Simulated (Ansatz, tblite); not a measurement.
Cost and result up the ladder for the cluster Li3Al (the lowest singlet isomer of a short search) (4 atoms). Total charge 0; singlet. Geometry: PBE0-D4/def2-TZVP.

Cartesian coordinates in Å:
```
Al 0.556 -0.365 1.051
Li 2.284 -0.128 -1.021
Li -2.105 0.034 1.359
Li -0.736 0.459 -1.388
```

Ansatz on 4 threads of Arm Neoverse N1 on a shared host; xTB runs through tblite on one thread. Times are rough, summed over both states, and most runs start from the orbitals of an earlier one. PBE0-D4/def2-TZVP serves as the yardstick here, not as an exact answer. The other state is a doublet.

The xTB rows come from tblite. The structure comes from a short search, and lower isomers may exist.

Run but left out: HF/def2-TZVPP, r2SCAN-D4/def2-TZVP, MP2/def2-TZVPP, CCSD/def2-TZVPP, CCSD(T)/def2-TZVPP (singlet: restricted singlet, unstable towards broken spin symmetry).

Raw xTB energies of ions are shifted by several eV.

```tsv
level	functions	wall time	vertical IE (eV)	difference from PBE0-D4/def2-TZVP (eV)
GFN1-xTB	21	0.008 s	11.66	6.74
GFN2-xTB	21	0.01 s	8.80	3.88
PBE-D4/def2-TZVP	79	2.5 s	5.02	0.10
PBE0-D4/def2-TZVP	79	4.7 s	4.92	0.00
```
